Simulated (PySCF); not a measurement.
I3Si, SMILES I[Si](I)I (connectivity only; charge and spin as stated), charge +1, multiplicity 1. Atoms are numbered in the order given.

```xyz
4

I     -2.3670     0.0000     0.0000
Si     0.0000     0.0000     0.0000
I      1.1835    -2.0499     0.0000
I      1.1835     2.0499     0.0000
```
Charge +1, spin multiplicity 1.

The structure is a stationary point at B3LYP-D3(BJ)/def2-SVP. The multiplicity is an assumed one; other spin states were not compared. The isomer is the one that the SMILES or the coordinates give; other isomers of the formula were not compared. The def2 effective core potentials stand for the cores of I; spin–orbit coupling is left out.

Computed with CAM-B3LYP/def2-TZVP (PySCF).

Symmetry labels are those of the subgroup C2v that the program uses (full group D3h).

Computed valence orbital energies around the gap with their symmetry:
```
orbital  symmetry  energy (eV)
-------  --------  -----------
HOMO−7         A1       -16.68
HOMO−6         B1       -16.68
HOMO−5         B2       -15.45
HOMO−4         A1       -14.40
HOMO−3         B1       -14.40
HOMO−2         A2       -14.17
HOMO−1         B2       -14.17
HOMO           B1       -13.72
LUMO           B2        -6.98
LUMO+1         A1        -6.70
LUMO+2         A1        -3.75
LUMO+3         B1        -3.75
```
